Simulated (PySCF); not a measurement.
In(F)(Me)2 (C₂H₆FIn), SMILES [In]([CH3])([F])[CH3]. Atoms are numbered in the order given.

```xyz
10

In     0.0000     0.0000    -0.0658
F      0.0000     0.0000     1.9218
C      2.0379    -0.0001    -0.7496
H      2.1103    -0.0124    -1.8458
H      2.5354     0.8994    -0.3571
H      2.5427    -0.8859    -0.3360
C     -2.0379     0.0001    -0.7496
H     -2.1103     0.0124    -1.8458
H     -2.5354    -0.8994    -0.3571
H     -2.5427     0.8859    -0.3360
```

Geometry: r2SCAN-D4/def2-SVP. The structure was generated by enumeration; whether it is a known compound was not checked. The def2 effective core potentials stand for the cores of In; spin–orbit coupling is left out.

These are PySCF 2.14.0 with TDA-ωB97X/def2-SVPD values and carry that method's errors.

Vertical excitations.  State labels are in the subgroup C2.

```tsv
state	symmetry	energy (eV)	λ (nm)	f	main pairs
S1	A	5.53	224	0.000	HOMO→LUMO 98 %
S2	B	6.93	179	0.528	HOMO→LUMO+1 90 %
S3	B	7.08	175	0.047	HOMO−1→LUMO 96 %
S4	B	7.56	164	0.007	HOMO→LUMO+2 78 %
S5	A	7.66	162	0.000	HOMO−3→LUMO 94 %
S6	A	7.69	161	0.020	HOMO−2→LUMO 51 %, HOMO−1→LUMO+1 32 %
S7	B	8.12	153	0.028	HOMO−2→LUMO+1 58 %, HOMO−2→LUMO+2 33 %
S8	A	8.15	152	0.074	HOMO−1→LUMO+1 43 %, HOMO−2→LUMO 35 %, HOMO→LUMO+4 12 %
S9	B	8.36	148	0.003	HOMO−3→LUMO+1 49 %, HOMO−3→LUMO+2 28 %, HOMO→LUMO+2 14 %
S10	A	8.84	140	0.047	HOMO→LUMO+4 66 %, HOMO−1→LUMO+1 10 %
T1	A	5.30	234	0	HOMO→LUMO 97 %
T2	B	5.53	224	0	HOMO→LUMO+1 69 %, HOMO→LUMO+3 22 %
T3	B	6.72	185	0	HOMO−1→LUMO 95 %
T4	A	7.08	175	0	HOMO−1→LUMO+1 62 %, HOMO−1→LUMO+2 13 %, HOMO−1→LUMO+3 12 %
```
Triplets are in the Tamm–Dancoff approximation.
